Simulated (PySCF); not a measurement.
F₃Sb, SMILES [F][Sb+]([F])[F], charge +1, multiplicity 2.

Geometry: PBE0-D3(BJ)/def2-SVP. The def2 effective core potentials stand for the cores of Sb; spin–orbit coupling is left out.

All values below come from TDA-CAM-B3LYP/def2-SVPD in PySCF.

Vertical excitations. Gas-phase values at a fixed geometry.

```json
[
 {"state": "root 1", "energy (eV)": "2.84", "λ (nm)": "436", "f": "0.000", "main pairs": "β HOMO→LUMO 97 %"},
 {"state": "root 2", "energy (eV)": "2.98", "λ (nm)": "417", "f": "0.000", "main pairs": "β HOMO−3→LUMO 58 %, β HOMO−1→LUMO 40 %"},
 {"state": "root 3", "energy (eV)": "2.98", "λ (nm)": "417", "f": "0.000", "main pairs": "β HOMO−4→LUMO 58 %, β HOMO−2→LUMO 40 %"},
 {"state": "root 4", "energy (eV)": "3.28", "λ (nm)": "378", "f": "0.014", "main pairs": "β HOMO−1→LUMO 51 %, β HOMO−3→LUMO 36 %, β HOMO−7→LUMO 8 %"},
 {"state": "root 5", "energy (eV)": "3.28", "λ (nm)": "378", "f": "0.014", "main pairs": "β HOMO−2→LUMO 51 %, β HOMO−4→LUMO 36 %, β HOMO−6→LUMO 8 %"},
 {"state": "root 6", "energy (eV)": "3.93", "λ (nm)": "315", "f": "0.016", "main pairs": "β HOMO−5→LUMO 95 %"},
 {"state": "root 7", "energy (eV)": "4.81", "λ (nm)": "258", "f": "0.031", "main pairs": "β HOMO−7→LUMO 85 %"},
 {"state": "root 8", "energy (eV)": "4.81", "λ (nm)": "258", "f": "0.031", "main pairs": "β HOMO−6→LUMO 85 %"},
 {"state": "root 9", "energy (eV)": "6.97", "λ (nm)": "178", "f": "0.023", "main pairs": "α HOMO→LUMO 85 %, β HOMO−8→LUMO 11 %"},
 {"state": "root 10", "energy (eV)": "7.59", "λ (nm)": "163", "f": "0.096", "main pairs": "α HOMO→LUMO+1 90 %"}
]
```
Unrestricted roots are not spin-pure.
